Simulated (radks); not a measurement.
Correlation energies from several functionals, in hartree. Species: Sb [Kr] 4d10 5s2 5p3; Yb+ [Xe] 4f14 6s1. All-electron calculation, non-relativistic Kohn-Sham, exchange-only PBE, spin-polarised, spherical densities, point nucleus. Program: a radial shooting solver on a logarithmic mesh with Libxc functionals. Every spin shell is full or empty, so the densities are truly spherical. Functionals are evaluated on that one density, not self-consistently.

[
 {"functional": "PW92", "Sb": "-4.8310", "Yb+": "-7.0688"},
 {"functional": "PZ", "Sb": "-4.8279", "Yb+": "-7.0719"},
 {"functional": "PBE", "Sb": "-2.6994", "Yb+": "-4.1020"},
 {"functional": "PBEsol", "Sb": "-3.0555", "Yb+": "-4.6053"},
 {"functional": "LYP", "Sb": "-2.5524", "Yb+": "-3.7073"},
 {"functional": "AM05", "Sb": "-4.5028", "Yb+": "-6.6409"},
 {"functional": "TPSS", "Sb": "-2.6998", "Yb+": "-4.1001"},
 {"functional": "revTPSS", "Sb": "-2.7334", "Yb+": "-4.1369"},
 {"functional": "SCAN", "Sb": "-2.6981", "Yb+": "-4.1669"},
 {"functional": "Tao-Mo", "Sb": "-2.6061", "Yb+": "-4.0044"}
]
